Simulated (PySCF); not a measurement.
Spectrum to structure. Theory: PySCF, TDDFT CAM-B3LYP/def2-SVPD, vertical, gas phase, core orbitals frozen in the response. Geometries: PBE0-D3(BJ)/def2-SVP, one conformer each. The highest level found (8.65 eV, f 0.016 so far) is left out, since the window may have cut off a degenerate partner.

```csv
state,E (eV),f,"main configurations (H = HOMO, L = LUMO)"
S1,5.79,0.0001,H-1/H→L+1 (≥97%)
S2,5.80,0.0000,H-1/H→L+1 (≥96%)
S3,6.62,0.096,H-1/H→L (≥88%)
S4,6.63,0.122,H-1/H→L (≥88%)
S5,7.99,0.0013,"H-1/H→L+2 (≥46%), H-1/H→L+3 (≥32%)"
S6,8.10,0.025,"H-1/H→L+3 (≥41%), H-1/H→L+2 (≥33%)"
S7,8.19,0.014,"H-1/H→L+3 (≥77%), H-1/H→L+4 (≥8%)"
S8,8.22,0.0086,H-1/H→L+2 (≥78%)
S9,8.62,0.024,"H-1/H→L+4 (≥66%), H-1/H→L+3 (≥9%)"
```

Triplets computed (Tamm–Dancoff): 5.47, 5.50, 6.26, 6.28 eV.

Orbital energies (eV): HOMO-3 -11.93, HOMO-2 -11.90, HOMO-1 -8.97, HOMO -8.96, LUMO 0.44, LUMO+1 0.55, LUMO+2 1.98.

Question: Which candidate is it?
A. `[CH3][Al]([CH3])[CH3]`
B. `C=C(F)CF`
C. `C=CC(F)F`
D. `FC1(F)CC1`

Answer: A. Its S1, at 5.79 eV, is the lowest among the candidates; the nearest of the others has S1 at 7.39 eV. Löwdin shares by element: HOMO (one of a set within 0.03 eV) carbon 59%, aluminium 19% (atoms not listed hold the other 21%); LUMO aluminium 62%, carbon 15% (atoms not listed hold the other 24%). At the same level the other candidates give, for their lowest levels:
- `C=C(F)CF`: 7.39 eV (f 0.020); 7.53 eV (f 0.410); 7.72 eV (f 0.001); 8.29 eV (f 0.026); 8.82 eV (f 0.001); T1 4.46 eV; HOMO -9.11, LUMO 1.20 eV
- `C=CC(F)F`: 7.58 eV (f 0.366); 7.87 eV (f 0.026); 7.99 eV (f 0.058); 8.69 eV (f 0.005); 8.88 eV (f 0.002); T1 4.37 eV; HOMO -9.79, LUMO 0.53 eV
- `FC1(F)CC1`: 8.23 eV (f 0.020); 8.62 eV (f 0.000); 8.80 eV (f 0.002); 9.12 eV (f 0.006); 9.22 eV (f 0.015); T1 8.10 eV; HOMO -9.91, LUMO 1.42 eV

Orbitals of the list HOMO-3 to LUMO+2 that lie within 0.01 eV of each other are written together with a slash and their weights summed (≥ marks a lower bound); for degenerate orbitals outside that list single weights are arbitrary.
